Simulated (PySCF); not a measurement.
# Dipole response of Sc⁺ (scandium, charge +1)

[Ar] 3d1 4s1, high-spin 3D determinant. Computed with PySCF 2.14 in dyall-av2z, with no relativity, point nucleus. Coupled (time-dependent) response in atomic units; α is the mean over directions. A double-zeta set is small for polarisabilities.

```json
{"method": "UHF", "mean α (bohr³)": "78.19", "α xx, yy, zz": "76.67, 76.67, 81.24", "C₆ (like pair)": "580.3", "S(−4)": "5661"}
{"method": "PBE", "mean α (bohr³)": "61.09", "α xx, yy, zz": "60.01, 60.01, 63.24", "C₆ (like pair)": "417.7", "S(−4)": "3286"}
{"method": "PBE0", "mean α (bohr³)": "65.38", "α xx, yy, zz": "63.96, 63.96, 68.22", "C₆ (like pair)": "456.2", "S(−4)": "3831"}
```

S(−4) is the Cauchy moment in α(ω) = α(0) + S(−4) ω² + …

α(iu) at UHF:

```json
{"u (hartree)": "0", "α(iu) (bohr³)": "78.19"}
{"u (hartree)": "0.0500", "α(iu) (bohr³)": "66.33"}
{"u (hartree)": "0.100", "α(iu) (bohr³)": "46.23"}
{"u (hartree)": "0.200", "α(iu) (bohr³)": "22.39"}
{"u (hartree)": "0.300", "α(iu) (bohr³)": "13.18"}
{"u (hartree)": "0.500", "α(iu) (bohr³)": "6.846"}
{"u (hartree)": "0.750", "α(iu) (bohr³)": "4.262"}
{"u (hartree)": "1.00", "α(iu) (bohr³)": "3.079"}
{"u (hartree)": "1.50", "α(iu) (bohr³)": "1.897"}
{"u (hartree)": "2.00", "α(iu) (bohr³)": "1.294"}
{"u (hartree)": "3.00", "α(iu) (bohr³)": "0.7097"}
{"u (hartree)": "5.00", "α(iu) (bohr³)": "0.3112"}
```

A single London oscillator, α(iu) = α/(1 + u²/ω²), gives C₆ = (3/4) ω α². Matching the computed C₆ needs ω = 4 × 580.3 / (3 × 78.19²) = 0.127 hartree.

For an ion, C₆ is the dispersion term alone; charge-induced terms of lower order in 1/R come first.

The components differ because the open shell of this determinant is not spherical; for a pure term their mean is the scalar polarisability.
